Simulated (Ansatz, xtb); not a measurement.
## C6H9NO: which of two isomers lies lower

We compare a, `C#CCC/N=C(/C)O`, a singlet, with b, `C#CCC/N=C(\C)O`, a singlet. Both are isolated molecules in the gas phase, relaxed with PBE-D3(BJ)/def2-SVP, each in the lowest conformer that the search found.

Question: Estimate which is lower in electronic energy at CCSD(T)/def2-SVP + ΔMP2/def2-TZVPP, and by roughly how much.

Answer: The CCSD(T)/def2-SVP + ΔMP2/def2-TZVPP calculation puts structure b lower, by 1.50 kcal/mol.

The same difference at several levels:

| level | geometry | E(b) − E(a) (kcal/mol) | departure from the last row (kcal/mol) | job, with rough time for the two |
| --- | --- | --- | --- | --- |
| GFN2-xTB | GFN2-xTB | −0.44 | +1.07 | optimisation, 0.6 s |
| HF/STO-3G | GFN2-xTB | −3.63 | −2.13 | single point, 1.3 s |
| r2SCAN-D4/def2-SVP | GFN2-xTB | −1.47 | +0.04 | single point, 7.8 s |
| PBE-D3(BJ)/def2-SVP | PBE-D3(BJ)/def2-SVP | −1.30 | +0.21 | optimisation, 2.4 min |
| HF/def2-SVP | PBE-D3(BJ)/def2-SVP | −2.95 | −1.44 | part of the CCSD(T) run |
| MP2/def2-SVP | PBE-D3(BJ)/def2-SVP | −1.95 | −0.44 | part of the CCSD(T) run |
| CCSD(T)/def2-SVP | PBE-D3(BJ)/def2-SVP | −1.87 | −0.36 | single point |
| CCSD(T)/def2-SVP + ΔMP2/def2-TZVPP | PBE-D3(BJ)/def2-SVP | −1.50 |  | single point, 3.5 min |

As drawn, both hold the same kinds of bond in the same numbers.

GFN2-xTB finds them nearly level. The largest departure from CCSD(T)/def2-SVP + ΔMP2/def2-TZVPP is that of HF/STO-3G, 2.13 kcal/mol. The last row adds to CCSD(T) the change of the MP2 difference between the two basis sets, here +0.36 kcal/mol.

With thermal terms from frequencies at re-optimised GFN2-xTB minima (ideal gas, soft modes damped towards free rotors, one conformer each, 298.15 K, 1 atm): the zero-point term adds +0.31 kcal/mol; ΔH is −1.27 and ΔG −1.19 kcal/mol.

The correlated steps freeze 8 core orbitals. Run with Ansatz 0.2.0, xtb 6.7.1; the last row on 2 threads of Intel(R) Xeon(R) Processor @ 2.70GHz on a shared host.
